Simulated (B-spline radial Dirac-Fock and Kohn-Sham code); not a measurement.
**Dy: input and output of one calculation**

ΔSCF core binding energies without Breit or QED terms, calculated with a radial B-spline solver. Keys: rel is the Hamiltonian (dirac, or spin-free x2c and nr, where L3 and M5 stand for the whole 2p and 3d shells), method is hf or an exchange,correlation pair (spin-unpolarised, also for the hole states), nuc the nuclear model, radius_factor scales its radius, rmax is the box in bohr, h the logarithmic mesh step, order the B-spline order, points the quadrature points per cell, c_factor scales the speed of light, and damp, ndamp, maxit and tol steer the iteration. The run stops when the commutator error falls below 10·tol·max(1, Z/10), or the numerical noise floor, and the energy has settled to about 1e-8 Ha; the virial ratio is −V/T.

Input (task.json):

```json
{"items": [{"Z": 66, "q": 0, "cfg": [[1, 0, 2], [2, 0, 2], [2, 1, 6], [3, 0, 2], [3, 1, 6], [3, 2, 10], [4, 0, 2], [4, 1, 6], [4, 2, 10], [4, 3, 10], [5, 0, 2], [5, 1, 6], [6, 0, 2]], "A": 164, "rrms": 5.2218, "do": "settings", "holes": ["K", "L3", "M5"],
  "settings": [{"rel": "x2c", "method": "hf", "nuc": "fermi", "radius_factor": 1.0, "rmax": 45.0, "h": 0.5, "order": 8, "points": 10, "c_factor": 1.0, "maxit": 60, "damp": 0.0, "ndamp": 3, "tol": 1e-08}]}]}
```

Command: `python xray2_run.py task.json out`

Ground-state iterations:

```
iter   energy (Ha)        error
   1   -12098.59946371  3.19e+00
   2   -12112.91383654  2.29e+00
   3   -11997.61460918  3.14e+00
   4   -12076.93525428  3.53e+00
   5   -11706.29130623  4.90e+00
   6   -12134.46581331  1.84e+00
   7   -12103.53914410  1.59e+00
   8   -12148.48182006  6.50e-01
   9   -12150.48990697  3.74e-01
  10   -12151.65220647  1.17e-01
  11   -12151.81954757  1.20e-02
  12   -12151.82272725  9.71e-03
  13   -12151.82391565  1.67e-03
  14   -12151.82396826  6.05e-04
  15   -12151.82397141  1.05e-04
  17   -12151.82397164  4.47e-07
```

The ground state converged in 17 iterations, with total energy -12151.82397 Ha, virial ratio 1.91124 and highest orbital energy -5.10 eV. ΔSCF binding energies: K (1s) 53972.7 eV, L3 (2p3/2) 8055.7 eV, M5 (3d5/2) 1314.6 eV.
